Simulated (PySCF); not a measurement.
# One molecule, several mistakes: GeH8Si2

These are calculations, not measurements. They come from PySCF 2.14.0, an open-source quantum chemistry program, on an isolated molecule that a program drew, which may never have been made. The molecule is GeH8Si2 (charge 0, singlet), drawn as the SMILES string `[SiH3][GeH2][SiH3]`.

Each row is a Hartree-Fock (HF) and frozen-core CCSD(T) single point in the cc-pV(D+d)Z basis, meant for a local HF minimum. Run 1 is clean. Each other run has one planted mistake out of seven kinds, and not every kind appears here: one electron removed, one electron added, multiplicity raised by two, geometry at a saddle point, minimal basis STO-3G, one bond length entered in bohr, all coordinates scaled. The reference is restricted for singlets and unrestricted otherwise, and also for a bond in bohr. Adding or removing an electron swaps singlet and doublet. Electrons count all cores. HOMO and LUMO are orbital energies over both spins, the gradient is its largest component, and the lowest frequency (negative if imaginary) is given only where the gradient is small. Bond lengths are over the 10 bonds as drawn. T1 is the CCSD diagnostic: over 0.02 (restricted) or 0.045 (unrestricted) a single reference is doubtful. Germanium has the cc-pVDZ-PP basis, with a core potential (ECP10MDF) in place of its 10 inner electrons, and its 3s, 3p and 3d shells are frozen in CCSD(T).

Geometry of the clean run:
```xyz
11
GeH8Si2, angstrom
Si    3.9580    1.6085   -0.6061
Ge    2.5952    0.8111    1.2116
Si    0.2942    0.4926    0.5780
H     3.4299    2.9015   -1.1023
H     3.9389    0.6283   -1.7179
H     5.3575    1.8007   -0.1589
H     2.6633    1.8167    2.3718
H     3.1663   -0.5204    1.7241
H    -0.4998    0.0161    1.7347
H    -0.2777    1.7725    0.0967
H     0.2048   -0.5082   -0.5117
```

```
run  electrons  basis functions  <S^2>  HOMO (eV)  LUMO (eV)  gradient (hartree/bohr)  lowest frequency (cm^-1)  mean bond (Å)  longest bond (Å)      T1  HF (hartree)  CCSD(T) (hartree)                          mistake
  1         68              109  0.000     -10.21       3.19                  4.7e-05                        82         1.6782             2.408  0.0122    -875.90228         -876.29110                         no fault
  2         68              109  0.824      -9.06       1.18                  8.0e-03                         -         1.8100             2.801  0.0465    -875.79244         -876.17089  one bond length entered in bohr
  3         68              109  2.014      -3.62      -2.39                  4.4e-02                         -         1.6782             2.408  0.0265    -875.67344         -876.06341       multiplicity raised by two
  4         68              109  0.000     -10.53       3.85                  6.7e-02                         -         1.5221             2.184  0.0117    -875.80846         -876.19623                                ?
```

**Which mistake was planted in run 4, and what did it cost?**

The mean and the longest bond both change by the same factor, 0.907, and the gradient is no longer small. So the mistake is: all coordinates scaled. Subtracting run 1 and multiplying by 627.51 kcal/mol a hartree, the energy moved by 58.9 kcal/mol in HF and 59.5 kcal/mol in CCSD(T).

Cautions from the logs. Run 2: T1 is over the limit, so its CCSD(T) energy is less reliable.
